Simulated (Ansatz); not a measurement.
Reaction (ligand exchange at the Sn–F bond): `[CH3][SnH2][F]` + `N=CO` → `[CH3][SnH2][O]C=N` + H–F

Program: Ansatz. Geometries: PBE0-D4/def2-TZVP. ΔE: electronic, gas phase. CBS: MP2 limit from def2 TZ/QZ plus the TZ coupled-cluster correction, frozen cores. This one scheme is used for every species. Functionals use def2-TZVPP. Elements past krypton have def2 core potentials. For Sn outer-core shells are correlated without core-valence functions, which leaves a few kJ/mol of doubt a bond. One conformer a species, not always the lowest.

```csv
level,ΔE (eV)
r2SCAN,0.52
MP2/def2-TZVPP,0.33
MP2/def2-QZVPP,0.34
CCSD/CBS(def2),0.42
```

(1) What does CCSD(T)/CBS give? (Estimate.)

Largest T1 diagnostic among the species: 0.014.

Results:

(1) The calculation gave: +0.37 eV. The listed levels differ from it by 0.15, -0.04, -0.03, 0.05 eV.

The D4 term adds −0.12 eV with B3LYP and −0.07 eV with PBE0; it sums over pairs of atoms, weighted by their polarisabilities, and B3LYP, whose exchange is more repulsive, gets the larger term. In def2-TZVPP, CCSD(T) changes the Hartree–Fock value by −0.28 eV (the triples alone add −0.05 eV) and MP2 by −0.32 eV.

B3LYP here is the variant with VWN-RPA as its local correlation; programs differ in this.
